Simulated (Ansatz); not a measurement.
## Energy profile

The step: InHCl₂ ([Cl][InH][Cl]) + H₂O → InHCl₂O ([OH][In]([Cl])[Cl]) + H₂; bonds formed: H2–H5; dative contacts that become bonds: In1–O6; bonds broken: In1–H2, H5–O6 (atoms numbered as in the saddle structure below).

```xyz
7
angstrom
In -0.7486 0.2449 -0.0806
H 0.0690 -1.4060 0.7475
Cl -1.3694 -0.1408 -2.2679
Cl -2.0427 1.4246 1.4056
H 0.8379 -0.8526 0.5603
O 1.3321 0.3383 0.1972
H 1.9218 0.3916 -0.5622
```

Electronic energies by CCSD(T) at an estimated basis limit (MP2 extrapolated from triple and quadruple zeta, plus CCSD(T) − MP2 in triple zeta), on PBE0-D4/def2-TZVP structures; InH₃Cl₂O, singlet; no counterpoise correction. Computed with Ansatz 0.2.0 (basis: def2-TZVPP and def2-QZVPP); correlated methods freeze the cores. Filled d shells of the heavier atoms are correlated. Core potentials replace the inner electrons of the atoms past krypton. The def2 sets are not built for correlating such inner shells, so the correlated values are less sure here. Extrapolation: Hartree–Fock as exp(−7.88 √X), correlation as X^−2.97.

Give the profile in kcal/mol, counted from the separated reactants. (Judge from chemistry; the value comes from the calculation.)

Computed:
```json
{"point": "separated: InHCl₂ (linked as [Cl][InH][Cl]; In1, H2, Cl3, Cl4; singlet) + H₂O (H5, O6, H7; singlet)", "kcal/mol": "0.00"}
{"point": "start structure", "kcal/mol": "-17.91"}
{"point": "saddle", "kcal/mol": "19.27"}
{"point": "end structure", "kcal/mol": "-1.95"}
{"point": "separated: InHCl₂O (linked as [OH][In]([Cl])[Cl]; In1, Cl3, Cl4, O6, H7; singlet) + H₂ (H2, H5; singlet)", "kcal/mol": "0.63"}
```

T1 diagnostic: at most 0.015.

The step is the kind of ligand exchange by which a precursor binds to a hydroxyl group, or is hydrolysed, in atomic layer deposition of oxides.

For scale, one of the runs: CCSD(T)/def2-TZVPP, 207 basis functions, launched by `ansatz run in.yaml --threads 4 --pin off --events-out ev --progress --plain --max-ram 9574MiB`. The run took 79 s on 4 CPU threads of an Arm Neoverse V2 (shared host), with 2.9 GiB of host memory at its peak.
